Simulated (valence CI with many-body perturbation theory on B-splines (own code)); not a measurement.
# Missing levels of Tb43+

Computed by relativistic CI+MBPT: four valence electrons over a frozen Dirac-Fock core [Ar], radial functions for each j: 9 s, 9 p, 10 d, 8 f, 5 g, 3 h, 1 i, with the one-electron correlation potential Σ1 (screened to all orders), the two-electron term Σ2, the three-electron term Σ3, Breit, model QED; selected single and double excitations, second order for the rest (own B-spline code, finite nucleus).

The last digits are not significant, and no measured levels were compared; by estimate large intervals hold to a few tenths of a per cent, small ones and those within an open d or f shell to about a per cent. Only levels of the ground parity were solved; by the run's estimate the other parity begins above the list, which can be wrong where configurations are misplaced.

| Level | E (eV) |
| --- | --- |
| (3d3/2^4) J=0 | 0.000 |
| (3d3/2^3 3d5/2) J=1 | ? |
| (3d3/2^3 3d5/2) J=4 | 42.026 |
| (3d3/2^3 3d5/2) J=2 | 42.963 |
| (3d3/2^3 3d5/2) J=3 | 46.279 |
| (3d3/2^2 3d5/2^2) J=0 [a] | 70.805 |
| (3d3/2^2 3d5/2^2) J=2 [a] | 72.603 |
| (3d3/2^2 3d5/2^2) J=4 [a] | 73.221 |
| (3d3/2^2 3d5/2^2) J=3 [a] | 74.996 |
| (3d3/2^2 3d5/2^2) J=5 | ? |
| (3d3/2^2 3d5/2^2) J=6 | 81.085 |
| (3d3/2^2 3d5/2^2) J=1 | ? |
| (3d3/2^2 3d5/2^2) J=4 [b] | ? |
| (3d3/2^2 3d5/2^2) J=3 [b] | ? |
| (3d3/2^2 3d5/2^2) J=2 [b] | 86.818 |
| (3d3/2^2 3d5/2^2) J=2 [c] | 97.165 |
| (3d3/2^2 3d5/2^2) J=4 [c] | ? |
| (3d3/2^2 3d5/2^2) J=2 [d] | 111.129 |
| (3d3/2 3d5/2^3) J=4 [a] | 113.821 |
| (3d3/2 3d5/2^3) J=3 [a] | 114.317 |

Levels are named by their leading jj configuration (3d3/2^4 stands for four electrons in 3d with j = 3/2), which in mixed levels can hold well under half, so a name can repeat and another be missing. Letters in brackets count levels of one name in rising energy.

(1) The levels stand in rising order. What does the calculation give for the missing energies?

Results:

(1) (3d3/2^3 3d5/2) J=1 31.622; (3d3/2^2 3d5/2^2) J=5 78.559; (3d3/2^2 3d5/2^2) J=1 81.782; (3d3/2^2 3d5/2^2) J=4 [b] 85.402; (3d3/2^2 3d5/2^2) J=3 [b] 85.647; (3d3/2^2 3d5/2^2) J=4 [c] 101.114.
